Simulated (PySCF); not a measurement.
## Correlation energy of Ni⁺ (nickel, charge +1)

[Ar] 3d9, 2D determinant. Calculation: PySCF 2.14, in aug-cc-pVDZ (7s6p4d2f, 59 functions); no relativity, point nucleus. Frozen: [Ar]; 9 electrons correlated.

```json
{"level": "CCSD", "correlation energy (mhartree)": "-290.78"}
{"level": "(T)", "correlation energy (mhartree)": "-8.11"}
{"level": "CCSD(T)", "correlation energy (mhartree)": "-298.89"}
```

Diagnostics: T1 = 0.015, D1 = 0.0232, largest double amplitude 0.027.

Cost of the coupled-cluster step: about 5 core-seconds, for 9 correlated electrons.

Iterations:

```
CC2 = 0
CCSD nocc = (np.int64(5), np.int64(4)), nmo = (50, 50)
frozen orbitals [[0, 1, 2, 3, 4, 5, 6, 7, 8], [0, 1, 2, 3, 4, 5, 6, 7, 8]]
max_cycle = 100
direct = 0
conv_tol = 1e-08
conv_tol_normt = 1e-06
diis_space = 8
diis_start_cycle = 0
Init t2, MP2 energy = -0.325151775010178
Init E_corr(UCCSD) = -0.325151775014302
cycle = 1  E_corr(UCCSD) = -0.277641062780453  dE = 0.0475107122  norm(t1,t2) = 0.100532
cycle = 2  E_corr(UCCSD) = -0.294926666272855  dE = -0.0172856035  norm(t1,t2) = 0.0483098
cycle = 3  E_corr(UCCSD) = -0.29072585365639  dE = 0.00420081262  norm(t1,t2) = 0.0310319
cycle = 4  E_corr(UCCSD) = -0.290503212465475  dE = 0.000222641191  norm(t1,t2) = 0.00427219
cycle = 5  E_corr(UCCSD) = -0.290696111309715  dE = -0.000192898844  norm(t1,t2) = 0.00190557
cycle = 6  E_corr(UCCSD) = -0.290814711122041  dE = -0.000118599812  norm(t1,t2) = 0.000811404
cycle = 7  E_corr(UCCSD) = -0.290774833615558  dE = 3.98775065e-05  norm(t1,t2) = 0.000329872
cycle = 8  E_corr(UCCSD) = -0.290777317251937  dE = -2.48363638e-06  norm(t1,t2) = 0.000215821
cycle = 9  E_corr(UCCSD) = -0.290784819458436  dE = -7.5022065e-06  norm(t1,t2) = 0.000161628
cycle = 10  E_corr(UCCSD) = -0.290778389481548  dE = 6.42997689e-06  norm(t1,t2) = 0.000110958
cycle = 11  E_corr(UCCSD) = -0.29078010292184  dE = -1.71344029e-06  norm(t1,t2) = 6.59083e-05
cycle = 12  E_corr(UCCSD) = -0.290780752072887  dE = -6.49151047e-07  norm(t1,t2) = 3.17951e-05
cycle = 13  E_corr(UCCSD) = -0.290780306422177  dE = 4.4565071e-07  norm(t1,t2) = 1.53658e-05
cycle = 14  E_corr(UCCSD) = -0.2907808243545  dE = -5.17932323e-07  norm(t1,t2) = 8.81517e-06
cycle = 15  E_corr(UCCSD) = -0.290781083136332  dE = -2.58781832e-07  norm(t1,t2) = 6.05428e-06
cycle = 16  E_corr(UCCSD) = -0.290780715193085  dE = 3.67943246e-07  norm(t1,t2) = 3.47107e-06
cycle = 17  E_corr(UCCSD) = -0.290780856028214  dE = -1.40835129e-07  norm(t1,t2) = 1.82372e-06
cycle = 18  E_corr(UCCSD) = -0.290780875474881  dE = -1.94466672e-08  norm(t1,t2) = 1.20858e-06
cycle = 19  E_corr(UCCSD) = -0.290780867271172  dE = 8.20370871e-09  norm(t1,t2) = 9.66299e-07
UCCSD converged
E(UCCSD) = -1506.88523783979  E_corr = -0.2907808672711725
UCCSD(T) correction = -0.00811387455471589
```
